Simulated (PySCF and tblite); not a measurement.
Values are calculated unless marked as measured or tabulated.
System: C₉H₁₀O, numbered as in [CH3:1][O:2][C:3]1=[CH:4][C@@H:5]2[CH:6]=[CH:7][C@@H:8]3[C@H:9]1[C@H:10]23.

Motion: Cope rearrangement (breaking C9–C8, making C4–C6). GFN2-xTB gives an electronic barrier of 8.9 kcal/mol and a reaction energy of 2.0 kcal/mol.

DFT energies on a tight-binding saddle of a bond shift can be off by several kcal/mol.

Q: What does PBE0/pcSseg-1 + D3(BJ) give on GFN2-xTB geometries?

A: A barrier of 17.1 kcal/mol, 8.2 above the tight-binding barrier (from unrounded values), a reaction energy of 3.6 kcal/mol and, with GFN2-xTB thermal terms, ΔG‡(298 K) = 16.1 kcal/mol and k = 9.2 s⁻¹ (1 equivalent path).

Programs: tblite and PySCF.
